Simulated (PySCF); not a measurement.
Continuum solvent and chemical shifts

Bonds (- single, = double, # triple, : aromatic): F1-C2, C2-C3, C3:C4, C4:C5, C5:C6, C6:C7, C7:C8, C8-C9, C9-C10, C10=C11, C8:C3, C11-C7. C2 carries H12, H13; C4 carries H14; C5 carries H15; C6 carries H16; C9 carries H17, H18; C10 carries H19; C11 carries H20.

GIAO PBE0/pcSseg-1 in PySCF on one PBE0-D3(BJ)/def2-SVP conformer, non-relativistic, equivalent nuclei averaged. Solvents enter as an IEF-PCM continuum (cyclohexane with ε = 2.0, methanol with ε = 32.6) around the gas-phase geometry. Shifts are referred to CFCl3, TMS computed in the same medium.

In cyclohexane, δ in ppm: F1 -239.8, C7 150.8, C8 149.4, C10 144.5, C11 140.1, C3 137.5, C5 132.1, C4 128.5, C6 127.4, C2 86.8, C9 41.6, H16 7.65, H15 7.48, H20 7.17. Dipole moment 1.31 D.

Question: How does each δ change in the more polar medium?

Answer: 
```json
{"atoms": "F1", "environment": "fluorine on an sp3 carbon", "Δδ, methanol": "-2.7"}
{"atoms": "C7", "environment": "substituted aromatic carbon", "Δδ, methanol": "+0.4"}
{"atoms": "C8", "environment": "substituted aromatic carbon", "Δδ, methanol": "+0.9"}
{"atoms": "C10", "environment": "alkene CH", "Δδ, methanol": "+2.1"}
{"atoms": "C11", "environment": "alkene CH", "Δδ, methanol": "+0.3"}
{"atoms": "C3", "environment": "substituted aromatic carbon", "Δδ, methanol": "+1.2"}
{"atoms": "C5", "environment": "aromatic CH", "Δδ, methanol": "+0.9"}
{"atoms": "C4", "environment": "aromatic CH", "Δδ, methanol": "+1.2"}
{"atoms": "C6", "environment": "aromatic CH", "Δδ, methanol": "+0.7"}
{"atoms": "C2", "environment": "sp3 CH2 bonded to F, on an aromatic ring", "Δδ, methanol": "+0.8"}
{"atoms": "C9", "environment": "sp3 CH2 on an aromatic ring", "Δδ, methanol": "+0.9"}
{"atoms": "H16", "environment": "hydrogen on an aromatic CH", "Δδ, methanol": "+0.14"}
{"atoms": "H15", "environment": "hydrogen on an aromatic CH", "Δδ, methanol": "+0.14"}
{"atoms": "H20", "environment": "hydrogen on an alkene CH", "Δδ, methanol": "+0.12"}
```

Changes are relative to cyclohexane. The dipole moment becomes 1.50 D in methanol.

Question: Which nuclei move most (in ppm), and what does the model miss?

Answer: F1 (fluorine on an sp3 carbon, -2.7 ppm) in methanol. A continuum only polarises the solute; specific hydrogen bonds, the anisotropy of aromatic solvents and changes of geometry or conformer are outside it.
